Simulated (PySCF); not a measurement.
C2H9BN2, SMILES CN(C)BN.

Geometry optimised at PBE-D3(BJ)/def2-SVP. The structure was generated by enumeration, and PubChem lists no compound with its InChIKey, so it may never have been made. The values are those of a single conformer.

Calculation: PBE-D3(BJ)/def2-SVP in PySCF.

Harmonic, unscaled wavenumbers; measured fundamentals usually lie a few per cent lower.

| mode | ν (cm⁻¹) | IR (km/mol) | moving atoms (share of kinetic energy) |
|---|---|---|---|
| 1 | 35 | 2.5 | H 79 %, N 16 % |
| 2 | 187 | 1.4 | H 74 %, N 13 %, C 10 % |
| 3 | 226 | 4.4 | H 72 %, B 16 %, N 9 % |
| 4 | 261 | 1.3 | N 34 %, C 32 %, H 31 % |
| 5 | 267 | 0.3 | H 58 %, N 36 % |
| 6 | 322 | 166.0 | H 80 %, N 19 % |
| 7 | 388 | 0.6 | H 40 %, C 40 %, N 14 % |
| 8 | 484 | 1.3 | H 34 %, N 28 %, C 20 %, B 17 % |
| 9 | 525 | 2.5 | H 69 %, B 20 %, N 10 % |
| 10 | 751 | 4.4 | H 44 %, C 30 %, N 14 %, B 11 % |
| 11 | 857 | 6.9 | H 72 %, B 26 % |
| 12 | 916 | 1.6 | H 58 %, C 19 %, B 13 %, N 11 % |
| 13 | 1046 | 7.1 | H 73 %, C 23 % |
| 14 | 1049 | 27.2 | H 67 %, C 23 % |
| 15 | 1077 | 0.0 | H 79 %, C 21 % |
| 16 | 1099 | 12.2 | H 58 %, B 21 %, N 17 % |
| 17 | 1130 | 1.1 | H 68 %, C 20 %, N 11 % |
| 18 | 1225 | 29.3 | N 47 %, C 23 %, H 19 %, B 11 % |
| 19 | 1269 | 48.8 | N 42 %, H 27 %, B 18 %, C 12 % |
| 20 | 1376 | 1.3 | H 86 %, C 14 % |
| 21 | 1396 | 1.2 | H 97 % |
| 22 | 1398 | 65.3 | H 68 %, C 22 % |
| 23 | 1407 | 12.2 | H 97 % |
| 24 | 1421 | 59.2 | H 81 %, B 12 % |
| 25 | 1428 | 10.3 | H 94 % |
| 26 | 1494 | 34.5 | H 68 %, N 22 %, B 10 % |
| 27 | 1560 | 342.7 | H 49 %, N 27 %, B 24 % |
| 28 | 2522 | 137.2 | H 91 %, B 9 % |
| 29 | 2899 | 74.2 | H 97 % |
| 30 | 2910 | 113.8 | H 97 % |
| 31 | 2946 | 95.7 | H 91 %, C 9 % |
| 32 | 2958 | 9.5 | H 90 %, C 10 % |
| 33 | 3063 | 25.8 | H 91 %, C 9 % |
| 34 | 3078 | 11.2 | H 91 %, C 9 % |
| 35 | 3535 | 24.3 | H 96 % |
| 36 | 3643 | 28.1 | H 91 %, N 9 % |
